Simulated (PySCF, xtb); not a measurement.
C3H6F2Si, SMILES F[SiH2][C@@H]1C[C@@H]1F. The values are those of a single conformer.

Harmonic wavenumbers (cm⁻¹) from GFN2-xTB in xtb at its own minimum, in rising order: 22, 116, 188, 237, 401, 458, 532, 571, 690, 725, 761, 812, 831, 862, 977, 1017, 1028, 1067, 1075, 1129, 1207, 1277, 1372, 1456, 2332, 2358, 3036, 3044, 3089, 3107.

### Question
What does PBE-D3(BJ)/def2-SVP (PySCF) give at its own minimum? (An estimate is asked for; the answer gives what the named calculation found.)

### Answer
58, 111, 188, 243, 406, 483, 603, 676, 726, 778, 805, 838, 898, 927, 948, 974, 1000, 1021, 1061, 1125, 1179, 1260, 1341, 1416, 2184, 2195, 3060, 3077, 3090, 3157. Paired by order, the mean absolute difference is 41 cm⁻¹ and the zero-point energies are 51.1 and 51.2 kcal/mol.
